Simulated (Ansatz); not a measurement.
Species: C$_{2}$H$_{6}$BN, SMILES `N/C(C)=B/[H]` (charge 0, multiplicity 1), formula C2H6BN.

Question: How many basis functions does Ansatz (an electronic-structure program) with frozen-core CCSD(T)/cc-pVTZ // B3LYP-D3(BJ)/def2-TZVP use, how many core orbitals are frozen, and how many electrons are correlated?

Answer: 204 basis functions and 4 frozen orbitals, which leaves 22 correlated electrons. Core time is of the order of minutes.
